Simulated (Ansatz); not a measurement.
Relaxation of FH5OSiZn (9 atoms, charge 0, multiplicity 1), to a largest force component of 0.03 eV/Å in at most 50 steps.

Theory: RKS PBE0-D4/def2-mTZVP in Ansatz.

```xyz
9
Properties=species:S:1:pos:R:3
Zn -1.521 -0.967 -0.467
Si 1.245 1.235 0.354
O -1.024 -2.622 -0.084
H 0.016 0.555 -0.004
F -2.007 0.695 -0.842
H 0.936 2.225 1.416
H 1.769 1.916 -0.856
H 2.242 0.254 0.855
H -1.655 -3.291 -0.371
```

Task: Where does it end, and by what steps?

Result: The run converged. The force dipped under the threshold on the way, but the program's further checks kept it going. After 16 steps the energy has fallen by 0.183 eV; H4 moved furthest, 1.07 Å.

```
step  energy less start (eV)  largest force component (eV/Å)  accepted
   0                  0.0000                           0.740       yes
   1                 -0.0856                           0.423       yes
   2                 -0.1258                           0.331       yes
   3                 -0.1371                           0.526       yes
   4                 -0.1130                           1.221        no
   5                 -0.1435                           0.114       yes
   6                 -0.1444                           0.033       yes
   7                 -0.1454                           0.030       yes
   8                 -0.1465                           0.056       yes
   9                 -0.1471                           0.177       yes
  10                 -0.1516                           0.119       yes
  11                 -0.1611                           0.167       yes
  12                 -0.1688                           0.221       yes
  13                 -0.1756                           0.201       yes
  14                 -0.1807                           0.141       yes
  15                 -0.1828                           0.073       yes
  16                 -0.1833                           0.015       yes
```

```xyz
9
Properties=species:S:1:pos:R:3
Zn -1.354 -0.773 -0.445
Si 1.202 1.115 0.379
O -1.121 -2.520 -0.242
H 0.535 -0.226 0.518
F -1.680 0.935 -0.709
H 0.437 2.115 1.154
H 1.283 1.456 -1.060
H 2.566 0.946 0.943
H -1.868 -3.049 -0.538
```

Whether the end is a true minimum wasn't checked by a vibrational analysis.

Time of the run: 63 s on 2 threads of Arm Neoverse V1, on a shared host, peak memory 0.27 GiB.
